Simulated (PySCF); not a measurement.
# [Tl(SH)2]+ relaxed at several levels

Computed with PySCF 2.14.0, def2-SVP on the ligands, density fitting, scalar-relativistic core potentials, no spin-orbit coupling, vacuum. Each row is relaxed at its own level from the same template. Distances are means of the shortest metal–ligand contacts, charges and spins Mulliken's; removal energies are rigid, with the ligand's formal charge and no counterpoise, so too large; for an anion taken off a cation in vacuum most of it is the attraction of opposite charges, and multiply charged cations can part far more cheaply with an electron moved from ligand to metal.

| level | basis on the metal | point group | M–SH (Å) | charge on M (e) | HOMO–LUMO gap (eV) | removal of one SH (eV) | strongest infrared band, degenerate modes summed (cm⁻¹) | unstable modes (below −25 cm⁻¹) |
| --- | --- | --- | --- | --- | --- | --- | --- | --- |
| PBE | def2-SVP with ECP60 | C2 | 2.415 | 0.57 | 2.38 | 20.38 | 2571 | 0 |

Problem. What does the calculation give for TPSS, def2-SVP with ECP60?

Solution. point group: C2, M–SH (Å): 2.416, charge on M (e): 0.63, HOMO–LUMO gap (eV): 2.57, removal of one SH (eV): 20.25, unstable modes (below −25 cm⁻¹): not given.
```xyz
5

Tl   -0.2449    0.0000    0.0000
S    -0.3005    0.0764    2.4140
H     0.6645    1.0411    2.4512
S    -0.3005   -0.0764   -2.4140
H     0.6645   -1.0411   -2.4512
```

Moved off a saddle point of the template and relaxed again: PBE, TPSS. One start shape was tried for each, so a minimum needn't be the lowest isomer.
